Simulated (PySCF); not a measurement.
Mean polarisability (bohr³) of eight silicon and germanium compounds: PBE beside PBE0, computed with PySCF for isolated molecules in the bases named; differences from unrounded values. The eight are the first of their class met in an unordered collection, after screening for sound electronic states; none was chosen by its value. Each molecule has one DFT geometry for both levels.

| molecule | basis | PBE0 |
|---|---|---|
| C3H8O2Si, SMILES [SiH2](O)O/C=C/C | def2-TZVP | 70.7 |
| C2H9ClOSi2, SMILES CO[Si@H](Cl)[SiH2]C | def2-TZVP | 94.3 |
| C3H9NSi2, SMILES [C@@H]([SiH2][SiH3])(C#C)N | def2-TZVP | 101.1 |
| CH₆F₂Si₃, SMILES F[Si@@H]1C[Si@H](F)[SiH2]1 | def2-TZVP | 90.0 |
| SiHClBr₂, SMILES Br[SiH](Br)Cl | def2-TZVP | 73.6 |
| CH7O2PSi, SMILES C[Si](O)(O)P | def2-TZVP | 69.6 |
| Se(Br)(OSiH3) (BrH₃OSeSi), SMILES O([Se]Br)[SiH3] | def2-TZVP | 75.0 |
| GeH₄SSe, SMILES S[Se][GeH3] | def2-TZVPD | 86.6 |

Estimate the PBE values and say how PBE differs from PBE0 over the set. (An estimate is asked for; the answer gives what the named calculation found.)


```json
[
 {"molecule": "C3H8O2Si, SMILES [SiH2](O)O/C=C/C", "PBE": "73.9", "difference": "3.2"},
 {"molecule": "C2H9ClOSi2, SMILES CO[Si@H](Cl)[SiH2]C", "PBE": "98.2", "difference": "3.9"},
 {"molecule": "C3H9NSi2, SMILES [C@@H]([SiH2][SiH3])(C#C)N", "PBE": "105.6", "difference": "4.5"},
 {"molecule": "CH₆F₂Si₃, SMILES F[Si@@H]1C[Si@H](F)[SiH2]1", "PBE": "93.5", "difference": "3.5"},
 {"molecule": "SiHClBr₂, SMILES Br[SiH](Br)Cl", "PBE": "76.0", "difference": "2.4"},
 {"molecule": "CH7O2PSi, SMILES C[Si](O)(O)P", "PBE": "72.4", "difference": "2.8"},
 {"molecule": "Se(Br)(OSiH3) (BrH₃OSeSi), SMILES O([Se]Br)[SiH3]", "PBE": "77.6", "difference": "2.6"},
 {"molecule": "GeH₄SSe, SMILES S[Se][GeH3]", "PBE": "89.7", "difference": "3.1"}
]
```
PBE lies below PBE0 in 0 and above it in 8 of the eight; the mean signed difference is 3.2 and the largest 4.5 bohr³.
